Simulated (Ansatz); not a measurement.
Species: C2H8GeO2S2, SMILES `C[O][Ge]([SH])([SH])[O]C` (charge 0, multiplicity 1).

Task: Give a relaxed geometry from PBE0-D4/def2-SVP (Ansatz, a first-principles code).

Result: One answer among several that fit: the end point of this relaxation, one of several conformers (outside a Z-matrix the atoms follow the SMILES, hydrogens last).
Z-matrix (Å, degrees):
```
Ge
O 1 1.7597
C 2 1.4088 1 120.05
H 3 1.1004 2 107.91 1 176.88
H 3 1.1035 4 108.57 2 -121.40
H 3 1.1052 4 108.14 5 -117.39
O 1 1.7651 2 104.97 3 55.13
C 7 1.4046 1 121.38 2 170.00
H 8 1.1007 7 108.11 1 -178.14
H 8 1.1053 9 108.12 7 -121.42
H 8 1.1056 9 108.06 10 -116.82
S 1 2.2043 2 105.16 3 176.76
H 12 1.3526 1 90.95 2 -23.69
S 1 2.2139 2 114.59 3 -61.00
H 14 1.3512 1 92.61 2 -78.60
```
